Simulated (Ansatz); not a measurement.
Calculated with Ansatz (gas phase, PBE0-D4/def2-TZVP geometries, no zero-point term in ΔE). CBS: MP2 limit from def2 TZ/QZ plus the TZ coupled-cluster correction, frozen cores. This one scheme is used for every species. DFT in def2-TZVPP. Each species was taken in one conformer, which may not be the lowest.

Consider the β-hydride elimination: `CC(C)B(F)F` → `FBF` + propene.

```json
{"level": "PBE-D4", "ΔE (kcal/mol)": "33.5", "difference from CCSD(T)/CBS": "1.1"}
{"level": "B97M-V", "ΔE (kcal/mol)": "34.0", "difference from CCSD(T)/CBS": "1.6"}
{"level": "r2SCANh-D4", "ΔE (kcal/mol)": "35.4", "difference from CCSD(T)/CBS": "3.0"}
{"level": "CAM-B3LYP-D4", "ΔE (kcal/mol)": "32.8", "difference from CCSD(T)/CBS": "0.4"}
{"level": "B2PLYP", "ΔE (kcal/mol)": "29.5", "difference from CCSD(T)/CBS": "-2.9"}
{"level": "PBE-QIDH", "ΔE (kcal/mol)": "36.5", "difference from CCSD(T)/CBS": "4.1"}
{"level": "PBE", "ΔE (kcal/mol)": "31.4", "difference from CCSD(T)/CBS": "-1.0"}
{"level": "revPBE", "ΔE (kcal/mol)": "26.6", "difference from CCSD(T)/CBS": "-5.8"}
{"level": "PBE0", "ΔE (kcal/mol)": "34.4", "difference from CCSD(T)/CBS": "2.0"}
{"level": "r2SCANh", "ΔE (kcal/mol)": "34.8", "difference from CCSD(T)/CBS": "2.4"}
{"level": "LC-ωPBE", "ΔE (kcal/mol)": "36.8", "difference from CCSD(T)/CBS": "4.4"}
{"level": "MP2/def2-SVP", "ΔE (kcal/mol)": "36.2", "difference from CCSD(T)/CBS": "3.8"}
{"level": "CCSD/def2-SVP", "ΔE (kcal/mol)": "34.0", "difference from CCSD(T)/CBS": "1.6"}
{"level": "HF/def2-TZVPP", "ΔE (kcal/mol)": "25.6", "difference from CCSD(T)/CBS": "-6.8"}
{"level": "CCSD/def2-TZVPP", "ΔE (kcal/mol)": "32.1", "difference from CCSD(T)/CBS": "-0.3"}
{"level": "CCSD/CBS(def2)", "ΔE (kcal/mol)": "32.3", "difference from CCSD(T)/CBS": "-0.1"}
{"level": "CCSD(T)/CBS", "ΔE (kcal/mol)": "32.4", "difference from CCSD(T)/CBS": "0"}
```

Largest T1 diagnostic among the species: 0.013.

From PBE to PBE0 (25 % exact exchange), in def2-TZVPP and without D4, ΔE moves by +3.0 kcal/mol. In def2-TZVPP, CCSD(T) changes the Hartree–Fock value by +6.5 kcal/mol (the triples alone add +0.1 kcal/mol) and MP2 by +8.3 kcal/mol.
